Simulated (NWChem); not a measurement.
C[SiH2]O[SiH3] (CH$_{8}$OSi$_{2}$), optimised at PBE0/def2-SVP with NWChem:

| Quantity | Value |
|---|---|
| highest occupied level (eV) | -8.39 |
| orbital gap (eV) | 8.98 |
| dipole (D) | 0.61 |
| highest harmonic frequency (cm⁻¹) | 3173 |
| zero-point energy (kcal/mol) | 52.6 |

All stand in one matching conformer (torsions within 35°), which need not be the lowest.

One Si atom is replaced by C, giving CO[SiH2]C (C2H8OSi), optimised at the same level. How do these values move?


```csv
quantity,new value,change
highest occupied level (eV),-7.80,+0.59
orbital gap (eV),9.08,+0.10
dipole (D),0.32,-0.29
highest harmonic frequency (cm⁻¹),3175,+2
zero-point energy (kcal/mol),60.3,+7.7
```
